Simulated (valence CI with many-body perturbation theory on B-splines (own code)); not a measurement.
**Level structure of Gd25+**

Method: relativistic CI+MBPT: three valence electrons over a frozen Dirac-Fock core [Kr], radial functions for each j: 7 s, 7 p, 8 d, 6 f, 4 g, 1 h, with the one-electron correlation potential Σ1, the two-electron term Σ2, the three-electron term Σ3, Breit, model QED; selected CI, second order for the rest, scaled by the run's own slope (own B-spline code, finite nucleus).

No measured levels were compared; by estimate terms of the open shell hold to 2 to 4 % of their energy, and close levels can change places. The list stops below the first excitations out of the core.

Levels 1 to 19 of 19, with energies above the lowest level, (4d3/2^3) J=3/2. "Leading %" is the weight of the configuration and term that name the level; weights of strongly mixed levels are sums over their largest components and can fall short. In the jj column 3d3/2^4 stands for four electrons in 3d with j = 3/2. Lifetimes count E1, E2, E3, M1 and M2 decay at the calculated energies, and are blank where another channel may lead or the interval is too uncertain; long ones can be off by a factor of two.

| No. | Configuration | Term | J | E (eV) | Leading % | g | Lifetime | Leading jj |
| --- | --- | --- | --- | --- | --- | --- | --- | --- |
| 1 | 4d3 | 4F | 3/2 | 0.000 | 63 | 0.602 |  | 4d3/2^3 (90 %) |
| 2 | 4d3 | 4F | 5/2 | 5.590 | 89 | 1.045 | 358 μs | 4d3/2^2 4d5/2 (96 %) |
| 3 | 4d3 | 4P | 3/2 | 7.858 | 43 | 1.280 | 371 μs | 4d3/2^2 4d5/2 (93 %) |
| 4 | 4d3 | 4F | 7/2 | 8.155 | 57 | 1.106 | 4.95 ms | 4d3/2^2 4d5/2 (83 %) |
| 5 | 4d3 | 2G | 9/2 | 8.851 | 43 | 1.094 | 535 ms | 4d3/2^2 4d5/2 (94 %) |
| 6 | 4d3 | 4P | 1/2 | 9.144 | 65 | 1.963 | 1.06 ms | 4d3/2^2 4d5/2 (98 %) |
| 7 | 4d3 | 4P | 5/2 | 13.905 | 72 | 1.456 | 710 μs | 4d3/2^2 4d5/2 (64 %) |
| 8 | 4d3 | 2G | 7/2 | 14.309 | 54 | 1.043 | 146 μs | 4d3/2 4d5/2^2 (89 %) |
| 9 | 4d3 | 4F | 9/2 | 15.186 | 53 | 1.132 | 258 μs | 4d3/2 4d5/2^2 (87 %) |
| 10 | 4d3 | 2D | 3/2 | 16.689 | 42 | 1.155 | 96.7 μs | 4d3/2 4d5/2^2 (98 %) |
| 11 | 4d3 | 2P | 1/2 | 17.462 | 65 | 1.368 | 169 μs | 4d3/2 4d5/2^2 (98 %) |
| 12 | 4d3 | 2H | 11/2 | 18.189 | 100 | 1.089 | 544 μs | 4d3/2 4d5/2^2 (100 %) |
| 13 | 4d3 | 2D | 5/2 | 19.023 | 74 | 1.150 | 244 μs | 4d3/2 4d5/2^2 (65 %) |
| 14 | 4d3 | 2F | 5/2 | 20.026 | 56 | 1.068 | 290 μs | 4d3/2 4d5/2^2 (91 %) |
| 15 | 4d3 | 2F | 7/2 | 20.929 | 88 | 1.114 | 361 μs | 4d3/2 4d5/2^2 (94 %) |
| 16 | 4d3 | 2G | 9/2 | 23.468 | 57 | 1.121 | 106 μs | 4d5/2^3 (92 %) |
| 17 | 4d3 | 2P | 3/2 | 24.296 | 50 | 1.136 | 109 μs | 4d5/2^3 (54 %) |
| 18 | 4d3 | 2D | 3/2 | 29.094 | 87 | 0.881 | 101 μs | 4d3/2 4d5/2^2 (54 %) |
| 19 | 4d3 | 2D | 5/2 | 31.159 | 70 | 1.156 | 58.3 μs | 4d5/2^3 (85 %) |

The ionisation energy to 4d2 3F_2 of the next ion comes out as 852.57 eV (NIST: 851 ± 4 eV (theoretical)). All 19 levels together are meant to be complete up to 94.737 eV.
